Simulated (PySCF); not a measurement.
Precursor series Mo Cl-NH2. Isolated molecules, 0 K electronic values unless said otherwise. One relaxed conformer stands for each flexible species; it need not be the lowest.

Method: TPSSh-D3(BJ)/def2-TZVP // TPSS-D3(BJ)/def2-SVP (PySCF 2.14.0). All candidates: neutral, multiplicity 1. 

```yaml
HOMO–LUMO gap: 2.56 eV
HOMO: -6.26 eV
LUMO: -3.70 eV
```

Q: Say which member has these values.
A) [Mo(Cl)4(NH2)2]
B) [Mo(Cl)2(NH2)4]
C) [Mo(Cl)6]
D) [Mo(NH2)6]

A: B, [Mo(Cl)2(NH2)4]. The others give [Mo(NH2)6]: 3.26 eV, -5.43 eV, -2.17 eV; [Mo(Cl)4(NH2)2]: 2.26 eV, -7.35 eV, -5.08 eV; [Mo(Cl)6]: 2.27 eV, -8.49 eV, -6.21 eV
